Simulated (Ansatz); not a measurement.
Cost and result for the atomization energy of C2H7Sb (`C[CH2][SbH2]`) (10 atoms, 9 bonds).

Z-matrix (Å, degrees):
```
C
C 1 1.516
H 1 1.092 2 111.4
H 1 1.095 2 111.2 3 120.1
H 1 1.092 2 111.4 3 -119.8
Sb 2 2.169 1 115.3 3 59.9
H 2 1.093 1 111.5 3 -179.6
H 2 1.093 1 111.5 3 -60.6
H 6 1.712 2 93.6 1 -45.6
H 6 1.712 2 93.6 1 45.8
```

Charge 0, multiplicity 1. Correlated methods include outer-core shells of Sb, which these sets cover unevenly. Sb: def2 effective core potential. All single points use the PBE0-D4/def2-TZVP geometry. Program: Ansatz. All runs use 2 threads of a server CPU on a shared host. Times are those of one run each, without the atoms' runs, and a repeat can differ threefold. Electronic energies, without spin–orbit coupling; frozen cores. CCSD(T)/CBS adds CCSD(T) − MP2 in def2-TZVPP to the MP2 limit, and its time is that of the two runs behind it. T1 = 0.012. With those shells the extrapolation isn't a true limit.

CCSD(T)/CBS is a level of theory with its own doubt, some kJ/mol a heavy atom from the limit and from the frozen cores, so smaller differences don't rank the functionals.

```
                             level  functions  wall time  atomization (kcal/mol)  difference from CCSD(T)/CBS  per bond
              revPBE-D4/def2-TZVPP        210      2.8 s                   782.9                         -7.8      -0.9
   PBE-D4/def2-TZVPP (with forces)        210      3.6 s                   798.1                          7.4       0.8
               BHLYP-D4/def2-TZVPP        210      5.5 s                   775.0                        -15.7      -1.7
r2SCAN-D4/def2-TZVPP (with forces)        210      6.5 s                   787.3                         -3.4      -0.4
                  CCSD(T)/def2-SVP         89      6.5 s                   745.1                        -45.6      -5.1
                 B2PLYP/def2-TZVPP        210      7.5 s                   780.5                        -10.2      -1.1
               PBE-QIDH/def2-TZVPP        210        8 s                   780.5                        -10.2      -1.1
                ωB97X-V/def2-TZVPP        210       12 s                   793.4                          2.7       0.3
                 B97M-V/def2-TZVPP        210       14 s                   795.1                          4.4       0.5
  ωB97M-V/def2-TZVPP (with forces)        210       17 s                   788.9                         -1.8      -0.2
                    MP2/def2-QZVPP        406       29 s                   777.7                        -13.0      -1.4
                CCSD(T)/def2-TZVPP        210    2.7 min                   772.0                        -18.7      -2.1
                 CCSD(T)/CBS(def2)          –    3.1 min                   790.7                          0.0       0.0
```

At CCSD(T), def2-SVP lies −45.6 kcal/mol from the extrapolated value and def2-TZVPP −18.7 kcal/mol: correlation converges slowly with the basis, and small sets miss more of it in the bonded molecule than in its fragments. Leaving LDA and LC-ωPBE aside and taking each functional with its dispersion term where it has one, the values spread over 23.1 kcal/mol, from BHLYP-D4 to PBE-D4. LDA lies +100.7 kcal/mol from PBE without D4, its usual overbinding. The D4 term adds +7.1 kcal/mol with B3LYP and +3.7 kcal/mol with PBE0; it sums over pairs of atoms, weighted by their polarisabilities, and B3LYP, whose exchange is more repulsive, gets the larger term.

B3LYP here is the variant with VWN-RPA as its local correlation; programs differ in this.
